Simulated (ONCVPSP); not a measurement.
S: excitation energies, all-electron against ONCV

| Quantity | Value |
| --- | --- |
| Element | S |
| Generator | ONCVPSP 4.0.1 |
| Type | optimised norm-conserving Vanderbilt (ONCV) |
| Functional | PBE |
| Relativity | scalar-relativistic |
| Frozen core | [Ne] |
| Valence charge | 6 |
| Reference configuration | 3s2 3p4 |
| Partial waves | 3s: rc 1.45 bohr, ncon 4, nbas 8, qcut 4.9 1/bohr, 3 projectors, debl 2.8 Ha; 3p: rc 1.55 bohr, ncon 4, nbas 9, qcut 4.5 1/bohr, 2 projectors, debl 1.3 Ha; d scattering state at 0.04 Ha: rc 1.20 bohr, ncon 5, nbas 10, qcut 8.5 1/bohr, 1 projector |
| Local potential | polynomial inside 1.15 bohr (lpopt 5, dvloc0 0 Ha) |
| Core correction | none |

Energies are relative to the spin-unpolarised reference configuration 3s2 3p4; without spin polarisation the order of configurations can differ from experiment.

| valence configuration | charge | ΔE all-electron (eV) | error AE − PS (meV) |
| --- | --- | --- | --- |
| 3s2 3p3 | +1 | 11.769 | -0.7 |
| 3s2 3p1 | +3 | 68.094 | +28 |
| 3s1 3p4 | +1 | 22.648 | +0.4 |

Question: What are ΔE and the potential's error for 3s2 3p2?

Answer: ΔE = 34.052 eV all-electron; the error (AE − PS) is +3.2 meV.

Levels in the configuration 3s2 3p2:

```csv
level,all-electron (eV),pseudo (eV)
3s,-39.396,-39.381
3p,-27.979,-27.967
```
